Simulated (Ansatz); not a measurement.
Cl$_{4}$FNb, SMILES `[F][Nb]([Cl])([Cl])([Cl])[Cl]`, relaxed with RKS PBE0-D4/def2-TZVP in Ansatz from a PBE-D4/def2-SVP geometry. The force threshold is 0.005 eV/Å; the program also tests the step.

The species carries charge 0 and has multiplicity 1. Nb: def2 effective core potential.

Start:

```xyz
6

F     0.381    1.019    1.582
Nb    0.012    0.034    0.053
Cl   -1.763   -0.926    1.230
Cl   -1.398    0.792   -1.577
Cl    1.836    1.101   -0.943
Cl    0.932   -2.020   -0.345
```

Problem. How much energy does the relaxation release, and in how many steps? (Estimate.)

Solution. The calculation gave: 3.37 kJ/mol, in 4 steps.

Problem. Which bonds change most? (Best estimate.)

Solution. Ansatz gave: Nb2–Cl6 from 2.285 to 2.257 Å; Nb2–Cl4 from 2.284 to 2.257 Å; Nb2–Cl3 from 2.336 to 2.312 Å; Nb2–Cl5 from 2.336 to 2.312 Å.

Problem. Give the relaxed structure. (Best estimate.)

Solution. Ansatz gave: 
```xyz
6

F     0.379    1.002    1.563
Nb    0.012    0.031    0.048
Cl   -1.745   -0.911    1.219
Cl   -1.383    0.782   -1.561
Cl    1.816    1.096   -0.930
Cl    0.921   -1.998   -0.339
```
